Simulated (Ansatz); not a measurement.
CH$_{2}$AlNO$_{2}$, SMILES `O[C]1=[N][Al]1[OH]`. Charge 0, multiplicity 1. The geometry is a stationary point of PBE0-D4/def2-TZVP. It is one conformer, not always the lowest.

```xyz
7

O    -1.391    1.768   -0.112
C    -0.509    0.782   -0.144
N     0.495    0.695   -0.975
Al    0.492   -0.726    0.117
O     1.174   -2.170    0.614
H    -1.132    2.389   -0.819
H     0.871   -2.738    1.319
```

(1) What is the dipole moment at ωB97M-V/def2-TZVPP? (An estimate is asked.)

(2) And with PBE, r2SCAN, B3LYP? (An estimate is asked.)

(3) Give the Mulliken charges with ωB97M-V, PBE, r2SCAN in def2-TZVPP. (Estimate.)

Results:

(1) Computed: 3.04 D, with components (-0.13, -2.35, 1.92) D in this frame, pointing from negative to positive charge.

(2) The calculation gave: PBE 2.69 D, r2SCAN 2.79 D, B3LYP 2.94 D.

(3) The calculation gave: 
```csv
atom,ωB97M-V,PBE,r2SCAN
O1,-0.26,-0.21,-0.30
C2,0.19,0.18,0.16
N3,-0.36,-0.29,-0.40
Al4,0.44,0.28,0.52
O5,-0.34,-0.31,-0.38
H6,0.17,0.16,0.19
H7,0.17,0.19,0.20
```

B3LYP here is the variant with VWN-RPA as its local correlation; programs differ in this.
